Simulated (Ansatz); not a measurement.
`CB(S)S`, charge 0, multiplicity 1.

(1) Give a relaxed structure at PBE0-D4/def2-TZVP (Ansatz). (An estimate is asked.)

## Answers

(1) Computed: 
Z-matrix (Å, degrees):
```
C
B 1 1.566
H 1 1.095 2 110.3
H 1 1.095 2 110.3 3 117.5
H 1 1.092 2 113.4 3 -121.3
S 2 1.801 1 122.9 3 -58.6
S 2 1.798 1 118.4 3 121.4
H 6 1.344 2 97.4 1 0.0
H 7 1.344 2 99.2 1 180.0
```
Point group Cs.
This is one stationary point; other conformers may exist.
